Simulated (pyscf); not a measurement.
**Cl–Ge(Cl)(Cl)–Cl (SMILES [Cl][Ge]([Cl])([Cl])[Cl]), singlet**

Gas-phase minimum from PySCF at ωB97X-D3(BJ)/def2-SVP, one conformer. 

SMILES: [Cl][Ge]([Cl])([Cl])[Cl]
```xyz
5

Cl     1.0379     2.2773    -0.5842
Ge     0.2614     0.3161    -0.4141
Cl     0.5814    -0.4016     1.5508
Cl    -1.8140     0.3411    -0.8264
Cl     1.2401    -0.9525    -1.7966
```

Bond lengths (Å): Cl1–Ge2 2.116, Ge2–Cl3 2.116, Ge2–Cl4 2.116, Ge2–Cl5 2.116. Bond angles (°): Cl1–Ge2–Cl3 109.5, Cl1–Ge2–Cl4 109.5, Cl1–Ge2–Cl5 109.5, Cl3–Ge2–Cl4 109.5, Cl3–Ge2–Cl5 109.5, Cl4–Ge2–Cl5 109.5.

Properties at ωB97X-D3(BJ)/def2-SVP:

```json
{
  "harmonic_wavenumbers_unscaled": "126, 126, 170, 170, 170, 408, 484, 484, 484 cm⁻¹",
  "zero_point_energy": "3.8 kcal/mol",
  "rotational_symmetry_number": "12",
  "Entropy of this conformer at 298 K and 1 atm, rigid rotor and harmonic oscillator, modes under 100 cm⁻¹ raised to 100": "347.3 J/(mol K)",
  "dipole_moment": "0.00 D"
}
```

Single-point totals, which compare only within one level:

| level | total energy (hartree) |
|---|---|
| ωB97X-D3(BJ)/def2-TZVP | -3918.01802 |
| PBE/def2-TZVP | -3916.97366 |
| r²SCAN/def2-TZVP | -3917.91287 |
| B3LYP-D3(BJ)/def2-TZVP | -3918.14915 |
| PBE0-D3(BJ)/def2-TZVP | -3917.18273 |
| M06-2X/def2-TZVP | -3917.99465 |
| ωB97M-D3(BJ)/def2-TZVP | -3918.26051 |

Elements up to Kr have no core potential and no relativistic terms here.
